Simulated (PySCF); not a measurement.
# Computed records: BGeH4N2, CH7BGeN, Al2GeH7N, CH8GeSi2 and others

All values are calculated (PySCF 2.14.0). Calculation on a computer-drawn molecule: optimised geometry and harmonic frequencies of an isolated molecule of the commonest isotopes, restricted reference for singlets and unrestricted otherwise, frozen core in MP2; on germanium a core potential holds 10 electrons, which the energies leave out, and 3d is frozen in MP2 and coupled-cluster steps.

Common to all runs: method HF; basis and core potential on germanium cc-pVDZ-PP ECP10MDF.

```json
{"entry": 1, "formula": "BGeH4N2", "start_structure": {"atoms_angstrom": [["B", 1.746, -1.2881, 1.5486], ["N", 1.4213, -0.3131, 0.9174], ["Ge", 0.976, 1.2226, -0.1005], ["N", 0.0653, 0.4757, -1.5521], ["H", 2.1129, -2.1316, 2.1628], ["H", -0.2795, 1.7606, 0.7178], ["H", -0.241, 0.9575, -2.233], ["H", 0.5343, -0.4025, -1.9932]]}, "given": {"charge": 0, "multiplicity": 2, "basis": "cc-pVDZ", "drawn_bonds_atom": [1, 2, 3, 1, 3, 4, 4], "drawn_bonds_other_atom": [2, 3, 4, 5, 6, 7, 8], "drawn_bonds_order": [2, 1, 1, 1, 1, 1, 1]}, "results": {"optimised_atom_element": ["B", "N", "Ge", "N", "H", "H", "H", "H"], "optimised_atom_x [angstrom]": [1.799, 1.331, 0.8263, 0.01857, 2.233, -0.2206, -0.1753, 0.5225], "optimised_atom_y [angstrom]": [-1.288, -0.3718, 1.077, 0.4053, -2.16, 1.886, 1.089, -0.3567], "optimised_atom_z [angstrom]": [1.593, 0.899, -0.07873, -1.592, 2.247, 0.7177, -2.304, -2.014], "modes_frequency [cm^-1]": [116.7, 158.7, 174.9, 287.2, 571.6, 610.1, 675.0, 731.9, 750.4, 815.5, 824.1, 944.7, 1690, 1970, 2122, 2980, 3730, 3824], "modes_reduced_mass [dalton]": [2.863, 1.742, 1.894, 4.046, 8.571, 1.349, 2.239, 1.289, 1.172, 1.348, 1.345, 1.151, 1.098, 5.054, 1.023, 1.198, 1.051, 1.094], "rotational_constants [GHz]": [12.5, 3.178, 2.583], "total_energy [hartree]": -429.2987, "spin_squared": 0.76, "convergence_status_largest_gradient_component [hartree/bohr]": 2.967e-05}}
{"entry": 2, "formula": "CH7BGeN", "start_structure": {"atoms_angstrom": [["B", 2.0657, -2.943, 1.1476], ["Ge", 0.6192, -1.538, 1.2373], ["C", -0.1517, -0.1553, 0.0611], ["N", -0.1391, -1.4059, 2.864], ["H", 3.091, -2.7503, 1.4172], ["H", 1.7248, -4.0346, 0.7606], ["H", -0.6111, -0.5988, -0.7503], ["H", -0.7525, 0.4971, 0.6267], ["H", 0.7016, 0.4417, -0.3188], ["H", -0.8925, -0.7344, 3.0861], ["H", 0.0365, -2.066, 3.6618]]}, "given": {"charge": 1, "multiplicity": 1, "basis": "cc-pVDZ", "drawn_bonds_atom": [1, 2, 2, 1, 1, 3, 3, 3, 4, 4], "drawn_bonds_other_atom": [2, 3, 4, 5, 6, 7, 8, 9, 10, 11], "drawn_bonds_order": [1, 1, 1, 1, 1, 1, 1, 1, 1, 1]}, "results": {"optimised_atom_element": ["B", "Ge", "C", "N", "H", "H", "H", "H", "H", "H", "H"], "optimised_atom_x [angstrom]": [2.019, 0.5584, -0.06729, -0.2037, 3.15, 1.669, -0.4984, -0.8152, 0.7798, -0.9132, 0.01348], "optimised_atom_y [angstrom]": [-2.953, -1.486, -0.1843, -1.403, -2.665, -4.02, -0.7061, 0.465, 0.4099, -0.73, -2.015], "optimised_atom_z [angstrom]": [1.07, 1.362, 0.08731, 2.93, 1.293, 0.6818, -0.7695, 0.5398, -0.2608, 3.162, 3.697], "modes_frequency [cm^-1]": [52.37, 114.8, 154.2, 171.4, 220.6, 494.6, 531.1, 532.5, 639.1, 688.7, 824.1, 853.5, 859.6, 935.6, 955.6, 1221, 1390, 1536, 1538, 1686, 2750, 2878, 3189, 3284, 3314, 3755, 3865], "modes_reduced_mass [dalton]": [1.041, 1.043, 3.049, 3.195, 2.864, 1.019, 1.206, 4.695, 4.51, 1.197, 1.169, 5.428, 1.23, 1.3, 1.345, 1.12, 1.196, 1.051, 1.048, 1.115, 1.045, 1.134, 1.032, 1.103, 1.106, 1.05, 1.1], "rotational_constants [GHz]": [6.154, 4.841, 2.825], "total_energy [hartree]": -414.2145, "convergence_status_largest_gradient_component [hartree/bohr]": 3.723e-05}}
{"entry": 3, "formula": "Al2GeH7N", "start_structure": {"atoms_angstrom": [["Al", -2.2654, -2.5873, 0.2369], ["N", -1.1082, -1.3806, 1.0031], ["Al", 0.4629, -0.5296, 1.0904], ["Ge", -2.1173, -0.6314, 2.3736], ["H", -3.2418, -2.142, -0.8502], ["H", -2.3232, -4.022, 0.8782], ["H", 0.6312, 0.8197, 0.3963], ["H", 1.5366, -1.1326, 2.0868], ["H", -2.2002, 0.809, 2.2159], ["H", -3.5227, -1.2039, 2.3021], ["H", -1.533, -1.0036, 3.7077]]}, "given": {"charge": 0, "multiplicity": 1, "basis": "cc-pV(D+d)Z", "drawn_bonds_atom": [1, 2, 2, 1, 1, 3, 3, 4, 4, 4], "drawn_bonds_other_atom": [2, 3, 4, 5, 6, 7, 8, 9, 10, 11], "drawn_bonds_order": [1, 1, 1, 1, 1, 1, 1, 1, 1, 1]}, "results": {"optimised_atom_element": ["Al", "N", "Al", "Ge", "H", "H", "H", "H", "H", "H", "H"], "optimised_atom_x [angstrom]": [-1.853, -1.298, 0.1973, -2.336, -1.016, -3.194, 0.6348, 1.05, -1.634, -3.716, -2.516], "optimised_atom_y [angstrom]": [-2.792, -1.251, -0.4273, -0.5213, -3.466, -3.433, 0.9371, -1.091, 0.7197, -0.1276, -1.552], "optimised_atom_z [angstrom]": [0.5166, 1.255, 0.7031, 2.623, -0.6355, 1.055, 1.365, -0.4463, 3.179, 2.082, 3.744], "modes_frequency [cm^-1]": [36.92, 145.9, 170.7, 179.1, 186.7, 216.2, 421.3, 512.0, 579.3, 641.6, 658.8, 662.3, 709.8, 836.1, 862.3, 884.4, 960.3, 963.7, 967.2, 994.3, 1986, 1993, 1998, 2012, 2205, 2218, 2242], "modes_reduced_mass [dalton]": [1.045, 1.022, 3.5, 1.199, 5.154, 3.061, 7.797, 1.163, 1.326, 1.157, 1.179, 1.134, 1.245, 1.063, 1.231, 2.153, 1.022, 3.065, 1.197, 1.355, 1.05, 1.053, 1.03, 1.034, 1.024, 1.022, 1.013], "rotational_constants [GHz]": [3.142, 1.85, 1.181], "total_energy [hartree]": -835.7931, "convergence_status_largest_gradient_component [hartree/bohr]": 2.876e-05}}
{"entry": 4, "formula": "CH8GeSi2", "start_structure": {"atoms_angstrom": [["C", -1.2853, 1.5477, 1.0956], ["Si", -0.7823, 0.5278, -0.2118], ["Si", 1.2703, -0.5629, -0.4731], ["Ge", 2.6702, -0.063, 1.3209], ["H", -2.2176, 2.0273, 1.1215], ["H", -0.6178, 1.7308, 1.8862], ["H", -1.6764, 0.2579, -1.3081], ["H", 1.9908, -0.1177, -1.6658], ["H", 1.1323, -2.0164, -0.5663], ["H", 2.9918, 1.3295, 1.5829], ["H", 4.0537, -0.7629, 1.3496], ["H", 2.1533, -0.5102, 2.721]]}, "given": {"charge": 0, "multiplicity": 1, "basis": "cc-pV(D+d)Z", "drawn_bonds_atom": [1, 2, 3, 1, 1, 2, 3, 3, 4, 4, 4], "drawn_bonds_other_atom": [2, 3, 4, 5, 6, 7, 8, 9, 10, 11, 12], "drawn_bonds_order": [2, 1, 1, 1, 1, 1, 1, 1, 1, 1, 1]}, "results": {"optimised_atom_element": ["C", "Si", "Si", "Ge", "H", "H", "H", "H", "H", "H", "H", "H"], "optimised_atom_x [angstrom]": [-1.2, -0.7867, 1.302, 2.704, -2.164, -0.5182, -1.762, 1.967, 1.095, 2.958, 4.051, 2.037], "optimised_atom_y [angstrom]": [1.497, 0.5099, -0.553, -0.05733, 1.987, 1.686, 0.2938, -0.1042, -2.019, 1.45, -0.7746, -0.528], "optimised_atom_z [angstrom]": [1.063, -0.2566, -0.4444, 1.449, 1.148, 1.886, -1.345, -1.692, -0.5456, 1.545, 1.301, 2.745], "modes_frequency [cm^-1]": [25.26, 72.9, 88.7, 210.2, 297.5, 342.9, 380.7, 453.9, 505.2, 552.0, 675.1, 707.8, 754.9, 792.1, 874.1, 891.9, 920.0, 965.5, 966.0, 1018, 1045, 1508, 2212, 2218, 2228, 2294, 2295, 2334, 3293, 3382], "modes_reduced_mass [dalton]": [1.88, 4.935, 1.21, 3.65, 1.173, 6.485, 1.097, 5.517, 1.146, 1.24, 1.132, 1.067, 1.025, 1.155, 1.21, 1.087, 1.208, 1.018, 1.019, 1.05, 4.097, 1.216, 1.023, 1.024, 1.012, 1.03, 1.051, 1.042, 1.058, 1.113], "rotational_constants [GHz]": [4.64, 1.112, 0.9169], "total_energy [hartree]": -913.7151, "convergence_status_largest_gradient_component [hartree/bohr]": 2.127e-05}}
{"entry": 5, "formula": "CH3BClGe", "start_structure": {"atoms_angstrom": [["B", -3.0599, 0.2814, -0.9964], ["C", -2.0741, -0.0275, -0.0446], ["Ge", -2.4142, 0.0889, 1.8274], ["Cl", -4.1318, 1.3157, 2.2047], ["H", -3.9874, 0.6892, -1.5377], ["H", -1.0747, -0.3269, -0.1536], ["H", -1.2395, 1.0833, 2.3803]]}, "given": {"charge": 0, "multiplicity": 2, "basis": "cc-pV(D+d)Z", "drawn_bonds_atom": [1, 2, 3, 1, 2, 3], "drawn_bonds_other_atom": [2, 3, 4, 5, 6, 7], "drawn_bonds_order": [2, 1, 1, 1, 1, 1]}, "results": {"optimised_atom_element": ["B", "C", "Ge", "Cl", "H", "H", "H"], "optimised_atom_x [angstrom]": [-3.084, -2.049, -2.299, -4.22, -3.977, -1.116, -1.237], "optimised_atom_y [angstrom]": [0.3462, -0.01717, 0.2101, 1.265, 0.6696, -0.4685, 1.099], "optimised_atom_z [angstrom]": [-0.8763, -0.0316, 1.859, 2.116, -1.567, -0.3517, 2.531], "modes_frequency [cm^-1]": [103.8, 139.1, 262.7, 395.3, 527.2, 601.6, 662.8, 724.4, 746.5, 837.8, 1028, 1521, 2144, 2953, 3346], "modes_reduced_mass [dalton]": [4.354, 2.847, 3.841, 34.54, 1.149, 3.894, 1.158, 1.188, 1.226, 1.312, 1.284, 5.823, 1.021, 1.13, 1.092], "rotational_constants [GHz]": [4.991, 3.12, 1.942], "total_energy [hartree]": -817.1461, "spin_squared": 0.7746, "convergence_status_largest_gradient_component [hartree/bohr]": 1.29e-05}}
{"entry": 6, "formula": "CH7BGeN", "start_structure": {"atoms_angstrom": [["B", -1.0191, 3.3207, 0.938], ["Ge", -0.5261, 1.6692, -0.0239], ["N", 1.2621, 1.4518, -0.303], ["C", 2.0356, 2.5869, -0.9048], ["H", -1.7906, 3.8046, 1.5882], ["H", -1.3587, 1.5645, -1.2527], ["H", -0.7661, 0.2618, 0.6079], ["H", 1.5381, 0.5575, -0.5856], ["H", 1.8363, 2.5786, -2.0015], ["H", 3.0641, 2.4609, -0.6216], ["H", 1.6632, 3.4738, -0.5326]]}, "given": {"charge": 0, "multiplicity": 2, "basis": "cc-pVDZ", "drawn_bonds_atom": [1, 2, 3, 1, 2, 2, 3, 4, 4, 4], "drawn_bonds_other_atom": [2, 3, 4, 5, 6, 7, 8, 9, 10, 11], "drawn_bonds_order": [1, 1, 1, 1, 1, 1, 1, 1, 1, 1]}, "results": {"optimised_atom_element": ["B", "Ge", "N", "C", "H", "H", "H", "H", "H", "H", "H"], "optimised_atom_x [angstrom]": [-1.033, -0.5225, 1.309, 2.034, -1.988, -1.262, -0.9316, 1.61, 1.846, 3.11, 1.767], "optimised_atom_y [angstrom]": [3.336, 1.627, 1.518, 2.532, 3.645, 1.697, 0.325, 0.5946, 2.519, 2.413, 3.524], "optimised_atom_z [angstrom]": [1.029, -0.02031, -0.2146, -0.9596, 1.679, -1.378, 0.6829, -0.4705, -2.042, -0.8071, -0.5907], "modes_frequency [cm^-1]": [96.25, 150.3, 187.7, 233.1, 316.9, 429.4, 573.2, 594.8, 626.0, 697.5, 743.4, 828.9, 940.3, 1162, 1204, 1233, 1517, 1570, 1597, 1616, 2143, 2203, 2761, 3125, 3204, 3244, 3767], "modes_reduced_mass [dalton]": [2.305, 1.386, 1.917, 1.483, 1.969, 1.181, 2.012, 3.389, 1.441, 1.675, 1.176, 1.094, 1.026, 1.557, 2.417, 1.306, 1.306, 1.167, 1.05, 1.039, 1.021, 1.019, 1.095, 1.052, 1.086, 1.103, 1.075], "rotational_constants [GHz]": [8.577, 3.143, 2.52], "total_energy [hartree]": -414.3658, "spin_squared": 0.757, "convergence_status_largest_gradient_component [hartree/bohr]": 2.973e-05}}
{"entry": 7, "formula": "AlGeH4N2", "start_structure": {"atoms_angstrom": [["N", -2.0731, -1.0199, -1.0287], ["Al", -0.4148, -1.2752, -0.5362], ["N", 1.2219, -1.6139, -0.0383], ["Ge", 2.8054, -1.2993, 0.5546], ["H", -2.6235, -0.1627, -1.0036], ["H", -2.6753, -1.7224, -1.4594], ["H", 3.0069, -0.9599, 2.1003], ["H", 3.8135, -0.3003, -0.117]]}, "given": {"charge": 0, "multiplicity": 2, "basis": "cc-pV(D+d)Z", "drawn_bonds_atom": [1, 2, 3, 1, 1, 4, 4], "drawn_bonds_other_atom": [2, 3, 4, 5, 6, 7, 8], "drawn_bonds_order": [1, 2, 1, 1, 1, 1, 1]}, "results": {"optimised_atom_element": ["N", "Al", "N", "Ge", "H", "H", "H", "H"], "optimised_atom_x [angstrom]": [-2.058, -0.4077, 1.123, 2.82, -2.638, -2.565, 3.004, 3.782], "optimised_atom_y [angstrom]": [-1.064, -1.109, -1.143, -1.378, -0.2466, -1.852, -1.14, -0.4211], "optimised_atom_z [angstrom]": [-1.054, -0.4844, 0.04994, 0.5576, -1.074, -1.409, 2.079, -0.1933], "modes_frequency [cm^-1]": [43.78, 59.89, 78.45, 171.8, 212.7, 320.4, 402.2, 693.0, 695.8, 753.0, 873.0, 932.6, 1360, 1660, 2100, 2103, 3782, 3866], "modes_reduced_mass [dalton]": [1.834, 1.533, 6.26, 5.363, 6.445, 1.29, 11.72, 1.243, 1.107, 1.095, 7.257, 1.028, 14.23, 1.104, 1.016, 1.025, 1.051, 1.094], "rotational_constants [GHz]": [90.26, 1.013, 1.012], "total_energy [hartree]": -646.4946, "spin_squared": 0.7567, "convergence_status_largest_gradient_component [hartree/bohr]": 2.973e-05}}
{"entry": 8, "formula": "CH4BGeO", "start_structure": {"atoms_angstrom": [["C", -0.7742, -1.3213, 0.6471], ["Ge", -1.2983, -0.9724, -1.2944], ["B", -0.8768, 0.9354, -1.6868], ["O", -0.5819, 2.0383, -1.9491], ["H", -1.3884, -0.6216, 1.2277], ["H", -1.1405, -2.3461, 0.911], ["H", 0.2392, -1.2349, 0.7524], ["H", -2.829, -1.0561, -1.2602]]}, "given": {"charge": 0, "multiplicity": 2, "basis": "cc-pVDZ", "drawn_bonds_atom": [1, 2, 3, 1, 1, 1, 2], "drawn_bonds_other_atom": [2, 3, 4, 5, 6, 7, 8], "drawn_bonds_order": [1, 1, 2, 1, 1, 1, 1]}, "results": {"optimised_atom_element": ["C", "Ge", "B", "O", "H", "H", "H", "H"], "optimised_atom_x [angstrom]": [-0.8268, -1.39, -0.8586, -0.513, -1.349, -1.068, 0.2477, -2.893], "optimised_atom_y [angstrom]": [-1.346, -0.916, 0.997, 2.08, -0.7024, -2.386, -1.198, -1.107], "optimised_atom_z [angstrom]": [0.6626, -1.169, -1.719, -2.064, 1.374, 0.8829, 0.771, -1.39], "modes_frequency [cm^-1]": [120.9, 127.2, 313.1, 393.3, 418.1, 512.7, 611.5, 711.1, 855.3, 930.0, 1373, 1554, 1557, 2118, 2215, 3187, 3281, 3294], "modes_reduced_mass [dalton]": [3.697, 1.072, 3.45, 7.87, 13.41, 1.234, 4.346, 1.134, 1.21, 1.205, 1.206, 1.053, 1.054, 11.93, 1.024, 1.032, 1.104, 1.105], "rotational_constants [GHz]": [11.82, 2.477, 2.097], "total_energy [hartree]": -433.1584, "spin_squared": 0.7561, "convergence_status_largest_gradient_component [hartree/bohr]": 2.972e-05}}
```
